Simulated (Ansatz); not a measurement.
Coupled-cluster diagnostics for V2N2 (the lowest singlet isomer of a short search), Ansatz.

Geometry of the singlet (PBE-D4/def2-SVP):

Cartesian coordinates in Å:
```
V 0.9518 -0.7289 -0.0374
V -0.5121 -0.1773 1.0700
N -0.6297 -0.0678 -0.7988
N 0.1900 0.9739 -0.2338
```

Correlated methods freeze 12 core orbitals; core or outer-core shells of V are correlated, in sets that lack core-valence functions. The structure comes from a short search, and lower isomers may exist.

Question: Estimate the CCSD(T) correlation energy, the shares of MP2 and (T), T1 and the reference's ⟨S²⟩ for: charge 0, singlet, own geometry in def2-TZVPP; and the rough time on 4 threads of Arm Neoverse V1 on a shared host.

Answer: 
| state | basis | correlation (eV) | MP2 share (%) | (T) share (%) | T1 | ⟨S²⟩ (pure) | wall time | remarks |
| --- | --- | --- | --- | --- | --- | --- | --- | --- |
| charge 0, singlet, own geometry | def2-TZVPP | -44.834 | 104.5 | 7.8 | 0.090 | 0.00 (0.00) | 2.4 min | flagged by the program, large T1 (0.090), stability undecided |
Customary marks for T1 are 0.02 (closed shells), 0.045 (open shells) and about 0.05 (3d metals). T1 exceeds 0.02 in 1 of 1 rows and 0.045 in 1; the higher it lies, the less the single-reference result can be trusted.
